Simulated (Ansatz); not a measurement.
Basis-set extrapolation for CH₉AlSi₂ (`[CH3][Al]([SiH3])[SiH3]`) (PBE0-D4/def2-TZVP geometry, frozen core, Ansatz). Multiplicity 1, RHF reference.

|  | def2-TZVPP | def2-QZVPP |
| --- | --- | --- |
| HF | -862.922714 | -862.949395 |
| MP2 correlation | -0.514854 | -0.549983 |
| CCSD(T) correlation | -0.610111 | not run |

Energies in hartree. Use E(X) = E(∞) + A·exp(−7.88·√X) for Hartree–Fock and E(X) = E(∞) + B·X^(−2.97) for correlation, with X = 3 and 4, and add CCSD(T) minus MP2 of the smaller set to the MP2 limit.

Problem. What is the CCSD(T) energy at the basis-set limit?

Solution. HF limit: -862.949395 + (-0.026681) × 0.13774 = -862.95307. MP2 limit: -0.549983 + (-0.035129) × 0.74074 = -0.57600. Higher-order term: -0.610111 − (-0.514854) = -0.09526. Total: -863.62433 hartree, 240.2 kJ/mol below CCSD(T)/def2-TZVPP.
